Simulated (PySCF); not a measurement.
CH₅N₂, SMILES [NH2+]=CN, charge +1.

Coordinates come from a PBE-D3(BJ)/def2-TZVP optimisation. Other conformers were not sampled.

All values below come from PBE/def2-TZVPD run with PySCF.

Isolated molecule, no solvent.

```json
{
  "total_energy": "-150.26324 hartree",
  "point_group": "C2v",
  "highest_occupied_level": "-13.01 eV",
  "lowest_empty_level": "-7.41 eV",
  "orbital_gap": "5.60 eV",
  "dipole_moment_about_the_centre_of_nuclear_charge": "0.28 D",
  "mean_static_polarisability": "27.5 bohr³ (4.07 Å³)",
  "polarisability_principal_values": "18.6, 25.6, 38.2 bohr³"
}
```
